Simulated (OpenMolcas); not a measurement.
# Tm2+: ligand-field states by method

Tm2+ with 6 ligands (fluoride) in trigonal prismatic coordination (D3h) at 2.34 Å, a polar angle of 51.1° against the regular 49.1°. A charge of +0.667 e stands 2.6 Å behind each ligand. Ligand basis ANO-RCC-VDZP.
```
Tm    0.0000    0.0000    0.0000
F     1.8202    0.0000    1.4706
F    -0.9101    1.5763    1.4706
F    -0.9101   -1.5763    1.4706
F     1.8202    0.0000   -1.4706
F    -0.9101    1.5763   -1.4706
F    -0.9101   -1.5763   -1.4706
```

```json
{"Program": "OpenMolcas", "Basis": "ANO-RCC-VDZP [7s6p4d2f1g]", "Scalar Hamiltonian": "DKH2, point nucleus", "Active space": "13 electrons in 7 orbitals (4f)", "State averaging": "2S+1 = 2 odd, 7 roots", "Spin-orbit coupling": "RASSI with atomic mean-field integrals over the reference wave functions"}
```

I. CASSCF
II. SS-CASPT2, IPEA 0.25 Eh, imaginary shift 0.1 Eh (closed shells correlated: 5s 5p and the ligand valence shells)

Spin-free states (labels of D3, the rotations of D3h) in cm-1, each column counted from its own energy of the first state listed:

```json
{"State": "2A2", "Degeneracy": "1", "I": "0", "II": "0"}
{"State": "2E", "Degeneracy": "2", "I": "20", "II": "-30"}
{"State": "2E", "Degeneracy": "2", "I": "84", "II": "100"}
{"State": "2A2", "Degeneracy": "1", "I": "638", "II": "630"}
{"State": "2A1", "Degeneracy": "1", "I": "654", "II": "830"}
```

II puts a state of multiplicity 2 lowest, 34 cm-1 below that state.

With spin-orbit coupling the lowest J multiplet is 649 (I), 757 (II) cm-1 wide, a factor of 1.17 from I to II.

χT at 300 K: I 2.51, II 2.50 cm3 K/mol.

Roots that are degenerate in the reference are averaged as groups; the widest CASPT2 spread within a group is 27 cm-1 (the 2-fold group of multiplicity 2 near 135 cm-1 above the lowest state of its run, II). Shifts and gaps below about the spread of the groups concerned are not significant. Over all roots computed the reference weight is 0.66 in II; a low but even weight reflects the number of correlated electrons. Without dynamic correlation the ligand-field splitting of an f shell can come out too small, at times by half (holds for I). Splittings of an f shell from a small cluster at a set distance can be off by tens of per cent, mostly too small (holds for II). No measured value stands beside these numbers; the geometry is a model, was not optimised and need not be the one that this ion takes.
